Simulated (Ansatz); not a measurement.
Consider the formal exchange of groups at the Sn–C bond: `[CH3][SnH2][CH2][SiH3]` + `C=O` → `[CH3][SnH2][CH]=O` + `C[SiH3]`.

Isolated molecules relaxed with PBE0-D4/def2-TZVP in Ansatz; ΔE leaves out vibrations. CCSD(T)/CBS is the MP2 limit (def2-TZVPP, def2-QZVPP) plus CCSD(T) − MP2 in def2-TZVPP, frozen cores. This one scheme is used for every species. Functionals use def2-TZVPP. def2 core potentials past Kr. For Sn outer-core shells are correlated without core-valence functions, which leaves a few kJ/mol of doubt a bond. Each species was taken in one conformer, which may not be the lowest.

```csv
level,ΔE (kcal/mol)
ωB97X-V,2.4
PBE,-0.7
HF/def2-TZVPP,2.6
SCS-MP2/def2-QZVPP,4.8
```

What does CCSD(T)/CBS give? (An estimate is asked.)

Ansatz gave: +4.2 kcal/mol. The listed levels differ from it by -1.8, -4.9, -1.6, 0.6 kcal/mol.

Largest T1 diagnostic among the species: 0.015.

The D4 term adds +1.8 kcal/mol with B3LYP and +1.0 kcal/mol with PBE0; it sums over pairs of atoms, weighted by their polarisabilities, and B3LYP, whose exchange is more repulsive, gets the larger term. From PBE to PBE0 (25 % exact exchange), in def2-TZVPP and without D4, ΔE moves by +1.8 kcal/mol. In def2-TZVPP, CCSD(T) changes the Hartree–Fock value by +1.4 kcal/mol (the triples alone add −0.0 kcal/mol) and MP2 by +2.8 kcal/mol.

B3LYP here is the variant with VWN-RPA as its local correlation; programs differ in this.
